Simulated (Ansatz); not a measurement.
`C[S][GeH]([F])[Cl]` → `[F][Ge][Cl]` + CH₃SH at 600 K and 1 bar (germylene formation by 1,1-elimination).

Computed with Ansatz on PBE0-D4/def2-TZVP structures; ΔE is electronic, products minus reactants. CCSD(T)/CBS adds triple-zeta CCSD(T) − MP2 to the extrapolated MP2 energy (def2 sets, frozen cores). This one scheme is used for every species. For Ge outer-core shells are correlated without core-valence functions, which leaves a few kJ/mol of doubt a bond. Scalar relativity is left out up to krypton. One conformer a species, not always the lowest.

```tsv
species	CCSD(T)/CBS energy (Eh)	H − E (kJ/mol)	S (J/(mol·K))
`C[S][GeH]([F])[Cl]`	-3074.01984	196.8	470.2
`[F][Ge][Cl]`	-2635.75718	36.5	326.6
CH₃SH	-438.22835	152.3	296.8
```

H − E and S are ideal-gas, rigid-rotor, harmonic terms from PBE0-D4/def2-TZVP, for one conformer and one mirror image of each species. 1 Eh = 2625.50 kJ/mol, R = 8.31446 J/(mol·K).

Q: By hand: ΔE, ΔH, ΔS and ΔG.

A: ΔE = (-2635.75718) + (-438.22835) − (-3074.01984) = 0.03431 Eh = 90.1 kJ/mol. Δ(H − E) = 36.5 + 152.3 − 196.8 = -8.0, so ΔH = 82.1 kJ/mol. ΔS = 326.6 + 296.8 − 470.2 = 153.2 J/(mol·K). ΔG = 82.1 − 600 × (153.2)/1000 = -9.8 kJ/mol.

Q: By hand: the equilibrium constant, and the temperature at which ΔG would vanish if ΔH and ΔS stayed fixed.

A: log₁₀ K = −ΔG/(RT ln 10) = 0.9. ΔG = 0 at ΔH/ΔS = 536 K.

The number of gas molecules changes by +1, which sets the sign of ΔS. A doubt of 5 kJ/mol in ΔE shifts log₁₀ K by 0.4 here. Other conformers and mirror images would add mixing entropy, several J/(mol·K) or more a flexible species. Modes under 60 cm⁻¹, often nearly free rotors, make the harmonic entropy too high. These are equilibria of isolated gas molecules and say nothing of rates. Largest T1 diagnostic: 0.014 (customary marks: 0.02 for closed shells, 0.045 for open ones).
